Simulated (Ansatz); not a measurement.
Cost and result for the atomization energy of `FB1CS1` (6 atoms, 6 bonds).

| atom | x (Å) | y (Å) | z (Å) |
| --- | --- | --- | --- |
| F1 | 0.681 | 1.732 | 1.010 |
| B2 | 0.090 | 0.818 | 0.287 |
| C3 | 0.064 | -0.649 | -0.116 |
| S4 | -1.206 | 0.557 | -0.849 |
| H5 | -0.381 | -1.407 | 0.522 |
| H6 | 0.752 | -1.050 | -0.855 |

Total charge 0; spin multiplicity 1. All single points use the PBE0-D4/def2-TZVP geometry. Program: Ansatz. All runs use 2 threads of an Arm Neoverse V1 on a shared host. Times are those of one run each, without the atoms' runs, and a repeat can differ threefold. Electronic energies, without spin–orbit coupling; frozen cores. CCSD(T)/CBS adds CCSD(T) − MP2 in def2-TZVPP to the MP2 limit, and its time is that of the two runs behind it. T1 = 0.014.

CCSD(T)/CBS is a level of theory with its own doubt, some kJ/mol a heavy atom from the limit and from the frozen cores, so smaller differences don't rank the functionals.

```
                           level  functions  wall time  atomization (kcal/mol)  difference from CCSD(T)/CBS  per bond
          LDA (SPW92)/def2-TZVPP        163     0.95 s                   678.8                        101.2      16.9
                CCSD(T)/def2-SVP         70      1.4 s                   550.6                        -27.0      -4.5
              BLYP-D4/def2-TZVPP        163      1.7 s                   581.5                          3.9       0.6
             BHLYP-D4/def2-TZVPP        163        2 s                   557.8                        -19.8      -3.3
         CAM-B3LYP-D4/def2-TZVPP        163      2.4 s                   581.1                          3.5       0.6
               B2PLYP/def2-TZVPP        163      3.5 s                   575.5                         -2.1      -0.4
             PBE-QIDH/def2-TZVPP        163      3.7 s                   582.0                          4.4       0.7
              ωB97X-V/def2-TZVPP        163        6 s                   582.0                          4.4       0.7
               B97M-V/def2-TZVPP        163        7 s                   589.9                         12.3       2.0
ωB97M-V/def2-TZVPP (with forces)        163        8 s                   584.8                          7.2       1.2
                  MP2/def2-QZVPP        301       10 s                   592.7                         15.1       2.5
              CCSD(T)/def2-TZVPP        163       27 s                   562.4                        -15.2      -2.5
               CCSD(T)/CBS(def2)          –       37 s                   577.6                          0.0       0.0
```

Leaving LDA and LC-ωPBE aside and taking each functional with its dispersion term where it has one, the values, not all of them listed here, spread over 45.2 kcal/mol, from BHLYP-D4 to PBE-D4. LDA lies +78.2 kcal/mol from PBE without D4, its usual overbinding. At CCSD(T), def2-SVP lies −27.0 kcal/mol from the extrapolated value and def2-TZVPP −15.2 kcal/mol: correlation converges slowly with the basis, and small sets miss more of it in the bonded molecule than in its fragments. The D4 term adds +4.1 kcal/mol with B3LYP and +2.1 kcal/mol with PBE0; it sums over pairs of atoms, weighted by their polarisabilities, and B3LYP, whose exchange is more repulsive, gets the larger term.

B3LYP here is the variant with VWN-RPA as its local correlation; programs differ in this.
